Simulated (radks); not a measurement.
Results of a calculation; reference values are marked as such.
Spherical quantum dot in the effective-mass picture: electrons in a hard-walled sphere of radius 3.39, all in effective atomic units (hartree* = m*/eps^2 hartree, bohr* = eps/m* bohr), one dielectric constant everywhere. Level of theory: non-relativistic Kohn-Sham, LDA (Slater exchange, Perdew-Wang correlation), spin-polarised, spherical densities (a radial shooting solver with Libxc functionals). Levels are named by radial order and angular momentum (1s, 1p, 1d, 2s, ...), and open shells are averaged over m. Results are scaled to m* = 0.032 and eps = 9.2, for which hartree* = 10.29 meV and bohr* = 15.21 nm.

N = 9, configuration 1s2 1p6 1d(up 1, down 0). This is the lowest configuration that the search found. Occupied and some empty levels:

level,occupation,eigenvalue (meV),<r> (nm)
1s up,1,39.839,31.06
1s down,1,40.061,30.97
1p up,3,42.920,33.61
1p down,3,43.164,33.57
1d up,1,47.666,35.42
1d down,0,47.921,35.41
1f up,0,53.837,36.80
2s up,0,53.992,24.03
1f down,0,54.097,36.80
2s down,0,54.112,24.05
2p up,0,62.318,27.33
2p down,0,62.469,27.32

Energy (meV): total 223.384, kinetic 84.797, external 0, Hartree 172.98, exchange-correlation -34.392.
